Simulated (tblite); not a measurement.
C5H12OSeSi.
SMILES with atom numbers: `[CH3:1][O:2][CH2:3][C@:4]1([CH3:5])[CH2:6][SiH2:7][Se:8]1` (hydrogens: H9, H10, H11 on C1; H12, H13 on C3; H14, H15, H16 on C5; H17, H18 on C6; H19, H20 on Si7)

Computed with GFN2-xTB (tblite), gas phase: L-BFGS steps from a force-field or distance-geometry start until the largest atomic force falls under 0.01 eV/Å.

Step 128: E = -702.1801 eV
```
atom  x, y, z in Å  |  force x, y, z in eV/Å
C1      2.2963   -1.1785   -1.0719   -0.053  -0.034   0.000
O2      1.0136   -0.8768   -0.5881   -0.037   0.044  -0.042
C3      0.9511    0.3002    0.1771    0.016   0.014  -0.016
C4     -0.5020    0.7285    0.2972    0.003  -0.022   0.016
C5     -0.6247    2.0340    1.0540   -0.014  -0.043   0.033
C6     -1.3560   -0.4175    0.8516   -0.007  -0.008  -0.059
Si7    -1.8810   -1.1894   -0.8074   -0.080  -0.037   0.060
Se8    -1.2417    0.8585   -1.5962    0.076   0.040   0.014
H9      2.1933   -2.0501   -1.7152   -0.036  -0.020  -0.001
H10     2.7016   -0.3457   -1.6614    0.017  -0.034   0.074
H11     2.9829   -1.4196   -0.2507    0.020   0.075  -0.015
H12     1.3700    0.1297    1.1849    0.024   0.004  -0.041
H13     1.5304    1.1008   -0.3058    0.029   0.003  -0.004
H14    -0.0312    2.8103    0.5749   -0.019   0.033  -0.007
H15    -0.2742    1.9066    2.0781    0.023  -0.007   0.017
H16    -1.6638    2.3524    1.0843   -0.019   0.040  -0.034
H17    -2.2157   -0.0082    1.3844    0.002  -0.046  -0.011
H18    -0.7978   -1.0417    1.5453    0.017  -0.009   0.013
H19    -3.3333   -1.3705   -0.9020    0.044  -0.003  -0.023
H20    -1.1230   -2.3121   -1.3362   -0.006   0.010   0.026
```

Step 129: E = -702.1822 eV
```
atom  x, y, z in Å  |  force x, y, z in eV/Å
C1      2.2934   -1.1817   -1.0735   -0.039  -0.028  -0.003
O2      1.0117   -0.8705   -0.5935   -0.030   0.016  -0.031
C3      0.9523    0.3041    0.1750    0.004   0.001  -0.017
C4     -0.5018    0.7286    0.2991    0.004   0.005   0.024
C5     -0.6248    2.0328    1.0583   -0.016  -0.002   0.024
C6     -1.3586   -0.4177    0.8509    0.035   0.019  -0.024
Si7    -1.8783   -1.1890   -0.8067   -0.044  -0.050  -0.006
Se8    -1.2369    0.8618   -1.5948    0.046   0.011   0.017
H9      2.1865   -2.0576   -1.7113   -0.032   0.003   0.003
H10     2.7057   -0.3540   -1.6652    0.003  -0.035   0.059
H11     2.9792   -1.4203   -0.2512    0.013   0.062   0.002
H12     1.3769    0.1341    1.1802    0.020  -0.013  -0.031
H13     1.5287    1.1058   -0.3090    0.028   0.017  -0.010
H14    -0.0401    2.8147    0.5751   -0.012  -0.003   0.012
H15    -0.2688    1.9067    2.0810    0.027  -0.005   0.001
H16    -1.6642    2.3499    1.0947   -0.031   0.023  -0.032
H17    -2.2194   -0.0073    1.3806   -0.002  -0.038  -0.007
H18    -0.8041   -1.0417    1.5478    0.024  -0.009   0.010
H19    -3.3276   -1.3749   -0.9121    0.018   0.000  -0.019
H20    -1.1152   -2.3130   -1.3285   -0.015   0.024   0.027
```

Problem. Estimate the geometry and energy of step 130. (The exact step hangs on the optimiser's Hessian estimate; all steps are aligned on step 129, rigid shifts and turns removed.)

Solution. E = -702.1838 eV, largest force 0.062 eV/Å
```
atom  x, y, z in Å  |  force x, y, z in eV/Å
C1      2.2905   -1.1848   -1.0751   -0.012   0.000   0.009
O2      1.0086   -0.8603   -0.6056   -0.030  -0.017  -0.019
C3      0.9533    0.3083    0.1715   -0.003  -0.006  -0.015
C4     -0.5020    0.7291    0.3007    0.011   0.025   0.021
C5     -0.6255    2.0314    1.0626   -0.016   0.047   0.019
C6     -1.3602   -0.4176    0.8499    0.054   0.027  -0.014
Si7    -1.8769   -1.1890   -0.8067    0.022  -0.009  -0.033
Se8    -1.2346    0.8663   -1.5926    0.018  -0.022   0.017
H9      2.1818   -2.0671   -1.7034   -0.030   0.004   0.005
H10     2.7135   -0.3665   -1.6717   -0.010  -0.021   0.037
H11     2.9725   -1.4146   -0.2471    0.001   0.034   0.014
H12     1.3817    0.1329    1.1739    0.015  -0.026  -0.023
H13     1.5298    1.1126   -0.3085    0.012   0.023  -0.013
H14    -0.0499    2.8182    0.5745   -0.008  -0.028   0.027
H15    -0.2595    1.9064    2.0825    0.011   0.000  -0.018
H16    -1.6660    2.3461    1.1056   -0.016   0.002  -0.018
H17    -2.2229   -0.0091    1.3769   -0.007  -0.017  -0.001
H18    -0.8092   -1.0412    1.5495    0.041  -0.020   0.016
H19    -3.3213   -1.3780   -0.9202   -0.048  -0.004  -0.020
H20    -1.1090   -2.3123   -1.3196   -0.004   0.006   0.010
```

The energy changes by -0.0016 eV. The first-order estimate −F·Δx gives -0.0025 eV and the mean of the old and new forces, exact on a quadratic surface, -0.0016 eV. The step makes an angle of 71° with the force vector and moves no atom by more than 0.016 Å.

What follows is the cost of the whole relaxation. On one thread, Arm Neoverse V2 (aarch64), no GPU, on a shared host, this took 1.3 s of wall time.
